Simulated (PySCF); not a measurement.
A geometry optimisation on `[AsH3]`.

Method: PBE0-D3(BJ)/def2-SVP geometry optimisation, gas phase (PySCF 2.14.0). Start geometry: GFN2-xTB. A driver script takes a list of jobs; this job's settings line and coordinates (Å) are shown.

Input:
```
{"job": {"xc": "PBE0", "basis": "def2-SVP", "d3": "d3bj", "grid": 1, "kind": "geom"}, "charge": 0, "multiplicity": 1}
As     0.005753     0.006256     0.650403
H     -0.151848     1.203091    -0.232927
H     -0.964295    -0.735112    -0.214312
H      1.120624    -0.469464    -0.226018
```

Q: Give the output.

A: 
```
step   0  E = -2237.10715164  max force = 0.011673
step   1  E = -2237.10851968  max force = 0.007150
step   2  E = -2237.10864783  max force = 0.000248
step   3  E = -2237.10864996  max force = 0.000041
optimisation converged
```

Energies in Eh; «max force» is the largest Cartesian gradient component in Eh/bohr.

Q: Give the first gradient maximum in eV/Å.

A: With 1 Eh/bohr = 51.422 eV/Å, 0.600 eV/Å.

Main results: final energy -2237.10865 Eh after 3 steps; dipole 0.50 D.

Q: Estimate the wall time. Hardware: an Intel Xeon 6975P-C with one thread (shared host). And the peak memory of the process?

A: About 1.7 s, with 0.28 GiB resident at the peak, the Python interpreter and its libraries included.
Labels such as C1 count atoms from 1, the log's own numbers from 0.
